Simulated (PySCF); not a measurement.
This script is equivalent to a calculation on Zn²⁺ (zinc, charge +2).

```python
from pyscf import gto, scf, dft, mp, cc
import basis_set_exchange as bse
mol = gto.M(atom="Zn 0 0 0", charge=2, spin=0, symmetry="D2h",
            basis=gto.basis.parse(bse.get_basis("jorge-DZP-DKH", elements=["Zn"], fmt="nwchem", header=False)),
            nucmod="G")
mf = dft.UKS(mol, xc="LDA,VWN").sfx2c1e()
mf.irrep_nelec = {'Ag': (5, 5), 'B1g': (1, 1), 'B2g': (1, 1), 'B3g': (1, 1), 'B1u': (2, 2), 'B2u': (2, 2), 'B3u': (2, 2)}
mf.kernel()
```

Problem. What total energy does it give?

Solution. -1791.677 hartree (calculated).

Problem. Which occupied shell lies highest, and where?

Solution. 3d, at -30.740 eV.
